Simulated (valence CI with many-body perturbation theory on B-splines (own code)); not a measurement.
## Kr²³⁺: configurations and terms from energies and g

Calculated by configuration interaction combined with many-body perturbation theory (CI+MBPT): three valence electrons over a frozen Dirac-Fock core [Ne], a basis of 11 s, 11 p, 10 d, 8 f, 5 g, 2 h functions for each j, with the one-electron correlation potential Σ1, the two-electron term Σ2, the three-electron term Σ3, Breit, model QED; selected CI, second order for the rest, scaled by the run's own slope (own B-spline code, finite nucleus).

No measured levels were compared; by estimate levels of excited configurations hold to 0.05 to 0.15 % of their energy, terms of the ground configuration to about 0.5 %.

```csv
No.,J,Parity,E (cm⁻¹),g
1,1/2,odd,0,0.663
2,3/2,odd,97367,1.332
3,1/2,even,411830,2.595
4,3/2,even,464010,1.717
5,5/2,even,500420,1.522
6,3/2,even,579870,0.836
10,3/2,even,765480,1.289
11,3/2,even,843170,0.817
12,5/2,even,856190,1.199
16,3/2,odd,1141600,0.471
17,5/2,odd,1161100,1.046
18,7/2,odd,1191400,1.249
19,1/2,odd,1202500,0.662
22,1/2,odd,1233200,0.253
```

Energies count from the lowest level. Strongly mixed levels and levels close to another of their J and parity are left out, so the numbers can have gaps.

(1) Give configuration and LS term of each level.

## Answers

(1) 1: 3s2 3p 2P°; 2: 3s2 3p 2P°; 3: 3s 3p2 4P; 4: 3s 3p2 4P; 5: 3s 3p2 4P; 6: 3s 3p2 2D; 10: 3s 3p2 2P; 11: 3s2 3d 2D; 12: 3s2 3d 2D; 16: 3s 3p 3d 4F°; 17: 3s 3p 3d 4F°; 18: 3s 3p 3d 4F°; 19: 3p3 2P°; 22: 3s 3p 3d 4D°.
